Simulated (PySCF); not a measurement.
Computed Raman spectrum (relative Raman activity) of a molecule C₄H₇FSi. Geometry: B3LYP-D3(BJ)/def2-SVP. Other conformers were not sampled. Computed with B3LYP-D3(BJ)/def2-SVP run with PySCF. Frequencies are harmonic and unscaled.

```tsv
ν (cm⁻¹)	relative intensity
534	5.9
597	5.1
686	4.7
700	4.6
724	3.2
909	2.2
988	2.2
1028	5.5
1087	3.5
1163	3.9
1333	4.3
1427	6.2
1432	4.9
1596	7.5
2192	76
3032	64
3047	68
3113	100
3121	42
3136	31
3199	74
```

Task: Which molecule gave these data?
(A) C[Si@H]1C=C[C@H]1F
(B) CC=C=C(F)[SiH3]
(C) C[SiH2]C=C=CF
(D) C=C(F)/C=C/[SiH3]

Result: A, C[Si@H]1C=C[C@H]1F
